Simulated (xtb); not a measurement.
A run for xtb: GFN2-xTB on H2PbS2 (SMILES [SH][Pb][SH]), a point of a torsion scan.

```
$ xtb mol.xyz --gfn 2 --opt vtight --chrg 0 --uhf 0 --input xcontrol
5

S      2.07868492    -0.22789946    -0.23550564
Pb    -0.05473169    -1.33318524    -0.76631079
S     -1.85834439    -0.64401505     0.89236769
H      1.85568195     1.16769048    -0.31191451
H     -1.96179949     0.76772946     0.87266499
$constrain
  force constant=1.0
  dihedral: 4,1,2,3,300.0
$end
```

The log:

```
[...]
           -------------------------------------------------
          |                Calculation Setup                |
           -------------------------------------------------



           -------------------------------------------------
          |                 G F N 2 - x T B                 |
           -------------------------------------------------

        Reference                      10.1021/acs.jctc.8b01176
      * Hamiltonian:
        H0-scaling (s, p, d)           1.850000    2.230000    2.230000
        zeta-weighting                 0.500000
      * Dispersion:
        s8                             2.700000
        a1                             0.520000
        a2                             5.000000
        s9                             5.000000
      * Repulsion:
        kExp                           1.500000    1.000000
        rExp                           1.000000
      * Coulomb:
        alpha                          2.000000
        third order                    shell-resolved
        anisotropic                    true
        a3                             3.000000
        a5                             4.000000
        cn-shift                       1.200000
        cn-exp                         4.000000
        max-rad                        5.000000


          ...................................................
          :                      SETUP                      :
          :.................................................:
          :  # basis functions                  26          :
          :  # atomic orbitals                  24          :
          :  # shells                           10          :
          :  # electrons                        18          :
          :  max. iterations                   250          :
          :  Hamiltonian                  GFN2-xTB          :
          :  restarted?                      false          :
          :  GBSA solvation                  false          :
          :  PC potential                    false          :
          :  electronic temp.          300.0000000     K    :
          :  accuracy                    1.0000000          :
          :  -> integral cutoff          0.2500000E+02      :
          :  -> integral neglect         0.1000000E-07      :
          :  -> SCF convergence          0.1000000E-05 Eh   :
          :  -> wf. convergence          0.1000000E-03 e    :
          :  Broyden damping             0.4000000          :
          :  net charge                          0          :
          :  unpaired electrons                  0          :
          ...................................................

 iter      E             dE          RMSdq      gap      omega  full diag
   1     -9.8561282 -0.985613E+01  0.858E+00    3.03       0.0  T
   2     -9.8819036 -0.257754E-01  0.465E+00    1.80       1.0  T
   3     -9.8824371 -0.533551E-03  0.232E+00    1.99       1.0  T
   4     -9.8828663 -0.429136E-03  0.467E-01    1.78       1.0  T
   5     -9.8829798 -0.113507E-03  0.235E-01    1.87       1.0  T
   6     -9.8829977 -0.179588E-04  0.470E-02    1.85       1.0  T
   7     -9.8829984 -0.679960E-06  0.105E-02    1.85       4.3  T
   8     -9.8829984 -0.175769E-07  0.414E-03    1.85      10.8  T
   9     -9.8829984 -0.387884E-08  0.691E-04    1.85      64.7  T
  10     -9.8829984 -0.459810E-10  0.230E-04    1.85     194.6  T

   *** convergence criteria satisfied after 10 iterations ***

         #    Occupation            Energy/Eh            Energy/eV
      -------------------------------------------------------------
         1        2.0000           -0.9058075             -24.6483
       ...           ...                  ...                  ...
         3        2.0000           -0.6939811             -18.8842
         4        2.0000           -0.4836537             -13.1609
         5        2.0000           -0.4763524             -12.9622
         6        2.0000           -0.4134570             -11.2507
         7        2.0000           -0.4064188             -11.0592
         8        2.0000           -0.3802289             -10.3466
         9        2.0000           -0.3714513             -10.1077 (HOMO)
        10                         -0.3035031              -8.2587 (LUMO)
        11                         -0.1946270              -5.2961
        12                         -0.1778669              -4.8400
        13                         -0.1564508              -4.2572
        14                         -0.0971241              -2.6429
       ...                                ...                  ...
        24                          0.3531344               9.6093
      -------------------------------------------------------------
                  HL-Gap            0.0679481 Eh            1.8490 eV
             Fermi-level           -0.3374772 Eh           -9.1832 eV

 SCC (total)                   0 d,  0 h,  0 min,  0.004 sec
 SCC setup         
[...]
   -0.4882108             -13.2849
         5        2.0000           -0.4796795             -13.0527
         6        2.0000           -0.4162131             -11.3257
         7        2.0000           -0.4052566             -11.0276
         8        2.0000           -0.3922095             -10.6726
         9        2.0000           -0.3689831             -10.0405 (HOMO)
        10                         -0.2960638              -8.0563 (LUMO)
        11                         -0.1902926              -5.1781
        12                         -0.1475259              -4.0144
        13                         -0.1330144              -3.6195
        14                         -0.1208580              -3.2887
       ...                                ...                  ...
        24                          0.5025609              13.6754
      -------------------------------------------------------------
                  HL-Gap            0.0729193 Eh            1.9842 eV
             Fermi-level           -0.3325235 Eh           -9.0484 eV

 SCC (total)                   0 d,  0 h,  0 min,  0.002 sec
 SCC setup                      ...        0 min,  0.000 sec (  1.967%)
 Dispersion                     ...        0 min,  0.000 sec (  0.455%)
 classical contributions        ...        0 min,  0.000 sec (  0.183%)
 integral evaluation            ...        0 min,  0.001 sec ( 33.314%)
 iterations                     ...        0 min,  0.000 sec ( 19.976%)
 molecular gradient             ...        0 min,  0.001 sec ( 41.526%)
 printout                       ...        0 min,  0.000 sec (  2.252%)

         :::::::::::::::::::::::::::::::::::::::::::::::::::::
         ::                     SUMMARY                     ::
         :::::::::::::::::::::::::::::::::::::::::::::::::::::
         :: total energy              -9.887403210477 Eh    ::
         :: gradient norm              0.000030340134 Eh/a0 ::
         :: HOMO-LUMO gap              1.984235119471 eV    ::
         ::.................................................::
         :: SCC energy                -9.910281331978 Eh    ::
         :: -> isotropic ES            0.038500159879 Eh    ::
         :: -> anisotropic ES          0.001523523233 Eh    ::
         :: -> anisotropic XC          0.002831711637 Eh    ::
         :: -> dispersion             -0.003591039617 Eh    ::
         :: repulsion energy           0.022832164975 Eh    ::
         :: add. restraining           0.000045956526 Eh    ::
         :: total charge               0.000000000000 e     ::
         :::::::::::::::::::::::::::::::::::::::::::::::::::::

           -------------------------------------------------
          |                Property Printout                |
           -------------------------------------------------

    * Orbital Energies and Occupations

         #    Occupation            Energy/Eh            Energy/eV
      -------------------------------------------------------------
         1        2.0000           -0.9061382             -24.6573
         2        2.0000           -0.7060293             -19.2120
         3        2.0000           -0.6940680             -18.8866
         4        2.0000           -0.4882108             -13.2849
         5        2.0000           -0.4796795             -13.0527
         6        2.0000           -0.4162131             -11.3257
         7        2.0000           -0.4052566             -11.0276
         8        2.0000           -0.3922095             -10.6726
         9        2.0000           -0.3689831             -10.0405 (HOMO)
        10                         -0.2960638              -8.0563 (LUMO)
        11                         -0.1902926              -5.1781
        12                         -0.1475259              -4.0144
        13                         -0.1330144              -3.6195
        14                         -0.1208580              -3.2887
        15                         -0.0121955              -0.3319
        16                         -0.0077747              -0.2116
        17                         -0.0042704              -0.1162
        18                         -0.0000963              -0.0026
        19                          0.0041369               0.1126
        20                          0.0149879               0.4078
       ...                                ...                  ...
        24                          0.5025609              13.6754
      -------------------------------------------------------------
                  HL-Gap            0.0729193 Eh            1.9842 eV
             Fermi-level           -0.3325235 Eh           -9.0484 eV

     #   Z          covCN         q      C6AA      α(0)
     1  16 S        1.837    -0.509   164.017    21.556
     2  82 Pb       1.835     0.594   425.482    43.019
     3  16 S        1.845    -0.445   160.897    21.350
     4   1 H        0.923     0.172     1.250     1.749
     5   1 H        0.923     0.189     1.157     1.682

 Mol. C6AA /au·bohr⁶  :       2316.097459
 Mol. C8AA /au·bohr⁸  :     197080.384633
 Mol. α(0) /au        :         89.355242


Wiberg/Mayer (AO) data.
largest (>0.10) Wiberg bond orders for each atom

 ---------------------------------------------------------------------------
     #   Z sym  total        # sym  WBO       # sym  WBO       # sym  WBO
Note: The following floating-point exceptions are signalling: IEEE_UNDERFLOW_FLAG IEEE_DENORMAL
normal termination of xtb
 ---------------------------------------------------------------------------
     1  16 S    1.951 --     2 Pb   0.955     4 H    0.943
     2  82 Pb   2.109 --     3 S    1.116     1 S    0.955
     3  16 S    2.114 --     2 Pb   1.116     5 H    0.945
     4   1 H    0.970 --     1 S    0.943
     5   1 H    0.964 --     3 S    0.945
 ---------------------------------------------------------------------------

Topologies differ in total number of bonds
Writing topology from bond orders to xtbtopo.mol

molecular dipole:
                 x           y           z       tot (Debye)
 q only:       -0.280      -0.007      -1.258
   full:       -0.248      -0.073      -1.653       4.254
molecular quadrupole (traceless):
                xx          xy          yy          xz          yz          zz
 q only:      -12.746       3.738       3.185       1.645       3.778       9.561
  q+dip:      -17.386       4.912       4.588       2.345       4.902      12.798
   full:      -17.618       4.723       5.590       2.747       4.694      12.028

           -------------------------------------------------
          |                Geometry Summary                 |
           -------------------------------------------------

      molecular mass/u    :      273.3623644
   center of mass at/Å    :       -0.2340741      -0.6152666      -1.0474230
  moments of inertia/u·Å² :        0.1436253E+03   0.2443072E+03   0.3854837E+03
rotational constants/cm⁻¹ :        0.1173723E+00   0.6900179E-01   0.4373112E-01

 * 2 selected distances

     #   Z          #   Z                                           value/Å
     1  16 S        4   1 H                                       1.3222627 (max)
     3  16 S        5   1 H                                       1.3204105 (min)

 * 1 distinct bonds (by element types)

   Z      Z             #   av. dist./Å        max./Å        min./Å
   1 H   16 S           2     1.3213366     1.3222627     1.3204105


optimized geometry written to: xtbopt.xyz


           -------------------------------------------------
          | TOTAL ENERGY               -9.887403210477 Eh   |
          | GRADIENT NORM               0.000030340134 Eh/α |
          | HOMO-LUMO GAP               1.984235119471 eV   |
           -------------------------------------------------

------------------------------------------------------------------------
------------------------------------------------------------------------
 total:
 SCF:
 ANC optimizer:
```

The run finished.

Warnings raised: the energy holds the restraint's term.

Cost: very roughly 0.14 core-seconds.
